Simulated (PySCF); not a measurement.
PySCF input file for Hf(F)4 anion (F4Hf), SMILES [F][Hf]([F])([F])[F] (connectivity only; charge and spin as stated), charge -1, multiplicity 2, C-PCM-PBE0/def2-SVPD. The structure is a stationary point at r2SCAN-D4/def2-SVPD. The spin state was assumed, not searched. The isomer is the one that the SMILES or the coordinates give; other isomers of the formula were not compared. The def2 effective core potentials stand for the cores of Hf; spin–orbit coupling is left out.

```python
import numpy as np
from pyscf import gto, scf, dft
from pyscf.solvent import pcm

mol = gto.M(
    atom='''
    Hf   -0.00000000   -0.00000000   -0.00000000
    F     1.35769604   -1.35769604   -0.51541709
    F     1.35769604    1.35769604    0.51541709
    F    -1.35769604   -1.35769604    0.51541709
    F    -1.35769604    1.35769604   -0.51541708
    ''',
    basis='def2-SVPD',
    ecp={'Hf': 'def2-svp'},
    charge=-1,
    spin=1,
    max_memory=1600,
    verbose=3,
)
mf = dft.UKS(mol, xc='pbe0').density_fit(auxbasis='def2-universal-jkfit')
mf.grids.level = 3
mf.conv_tol = 1e-9
mf.max_cycle = 100
mf.kernel()
fine, coarse = mf.grids, dft.Grids(mol).set(level=1).build(with_non0tab=True)
for _ in range(3):  # follow internal instabilities
    mf.grids = coarse
    mo, _, stable, _ = mf.stability(return_status=True, nroots=4)
    mf.grids = fine
    if stable:
        break
    mf.kernel(mf.make_rdm1(mo, mf.mo_occ))
res = {}
for name, eps in {'water': 78.355, 'acetone': 20.493, 'N,N-dimethylformamide': 37.219}.items():
    s = mf.PCM()
    s.with_solvent.method, s.with_solvent.eps, s.with_solvent.lebedev_order = 'C-PCM', eps, 29
    s.kernel(mf.make_rdm1())
    res[name] = (s.e_tot, eps, s.dip_moment(), s.mo_energy, s.converged)
    print(f'{name}: electrostatic solvation free energy {(s.e_tot - mf.e_tot) * 627.509474:.3f} kcal/mol')
```

Output:

```

WARN: HOMO -0.369253855583185 >= LUMO -0.369253855583196

converged SCF energy = -447.083057549728  <S^2> = 0.75117723  2S+1 = 2.0011769
<class 'pyscf.df.df_jk.DFUKS'> wavefunction is stable in the internal stability analysis

WARN: PCM is an experimental feature. It is still in testing.
Features and APIs may be changed in the future.

converged SCF energy = -447.168504836883  <S^2> = 0.75112558  2S+1 = 2.0011253

WARN: System has nonzero charge -1; the dipole moment is origin-dependent.
Location of origin: [0. 0. 0.]

Dipole moment(X, Y, Z, Debye): -0.00000,  0.00000, -0.00000
water: electrostatic solvation free energy -53.619 kcal/mol

WARN: PCM is an experimental feature. It is still in testing.
Features and APIs may be changed in the future.

converged SCF energy = -447.16535648703  <S^2> = 0.75112741  2S+1 = 2.0011271

WARN: System has nonzero charge -1; the dipole moment is origin-dependent.
Location of origin: [0. 0. 0.]

Dipole moment(X, Y, Z, Debye): -0.00000,  0.00000, -0.00000
acetone: electrostatic solvation free energy -51.643 kcal/mol

WARN: PCM is an experimental feature. It is still in testing.
Features and APIs may be changed in the future.

converged SCF energy = -447.167272166666  <S^2> = 0.7511263  2S+1 = 2.001126

WARN: System has nonzero charge -1; the dipole moment is origin-dependent.
Location of origin: [0. 0. 0.]

Dipole moment(X, Y, Z, Debye): -0.00000,  0.00000, -0.00000
N,N-dimethylformamide: electrostatic solvation free energy -52.845 kcal/mol
```

Self-consistency was reached.
